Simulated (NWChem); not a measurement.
System: GeF$_{3}$ cation

The following NWChem deck was run.

```
start job
memory heap 200 mb stack 900 mb global 1100 mb
charge 1
geometry units angstroms noautosym nocenter noautoz
  F     -0.998637     1.341409     0.000000
  Ge     0.000000     0.000000     0.000000
  F     -0.662376    -1.535550     0.000000
  F      1.661013     0.194140     0.000000
end
basis spherical
  F library 6-31g*
  Ge library 6-31g*
end
dft
  xc b3lyp
  iterations 150
end
property
  response 1 0.0773
end
task dft property
```

Geometry: optimised at B3LYP/6-31G* (spherical d).

Field at 589 nm.

### Question
Predict the main results of this run. (B3LYP/6-31G* (spherical d).) Quantities: isotropic polarisability (bohr³); anisotropy (bohr³).

### Answer
- isotropic polarisability (bohr³): 19.2
- anisotropy (bohr³): 8.8
